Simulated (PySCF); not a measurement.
PySCF job for C₄H₁₂OSi, SMILES C(CC)OC[SiH3], PBE/pcSseg-1. Coordinates come from a B3LYP-D3(BJ)/def2-SVP optimisation. The values are those of a single conformer.

```python
import numpy as np
from pyscf import gto, scf, dft
from pyscf.prop.nmr import rks as nmr

mol = gto.M(
    atom='''
    C    -2.70271564   -0.33513387    0.98177399
    C    -2.26943206   -0.90498689   -0.36783988
    C    -1.14694912   -0.11249235   -1.01822818
    O    -0.00898806   -0.15375403   -0.18527469
    C     1.08514835    0.59673944   -0.65837234
    Si    2.51430834    0.41116703    0.57954829
    H    -1.85016850   -0.30126679    1.67597986
    H    -3.49717007   -0.94481972    1.43963053
    H    -3.08757450    0.69296684    0.87362603
    H    -1.93031110   -1.94815126   -0.24681306
    H    -3.12147723   -0.92983034   -1.06905301
    H    -1.46120672    0.94181469   -1.17713038
    H    -0.90237171   -0.52971238   -2.01750851
    H     0.82161461    1.67052014   -0.77405681
    H     1.41051806    0.25211246   -1.66406269
    H     2.09898199    0.91338015    1.91953111
    H     2.91588503   -1.01947275    0.69040817
    H     3.67855870    1.21139453    0.09396875
    ''',
    basis='pcSseg-1',
    charge=0,
    spin=0,
    max_memory=1600,
    verbose=3,
)
mf = dft.RKS(mol, xc='pbe').density_fit(auxbasis='def2-universal-jkfit')
mf.grids.level = 3
mf.conv_tol = 1e-10
mf.max_cycle = 100
mf.kernel()
n = nmr.NMR(mf)
n.verbose = 2
n.max_cycle_cphf = 60
sigma = n.kernel()
print('atom   isotropic/ppm   span/ppm')
for i, s in enumerate(sigma):
    w = np.linalg.eigvalsh((s + s.T) / 2)
    print(f'{mol.atom_symbol(i):2s}{i + 1:3d} {w.mean():14.3f} {w[2] - w[0]:11.3f}')
```

Output:

```
converged SCF energy = -523.843632647231
atom   isotropic/ppm   span/ppm
C   1        166.201      30.390
C   2        151.250      20.001
C   3         97.165      80.730
O   4        287.678      49.403
C   5        118.167     102.653
Si  6        408.050      77.205
H   7         29.707       9.743
H   8         30.219      10.955
H   9         30.576       9.150
H  10         29.450       8.838
H  11         29.883      10.682
H  12         28.059       7.422
H  13         27.602       7.409
H  14         27.830       8.484
H  15         27.764       8.501
H  16         27.203       7.543
H  17         27.218       7.686
H  18         27.341       8.025
```

The run converged.

Cost: very roughly 60 core-seconds.
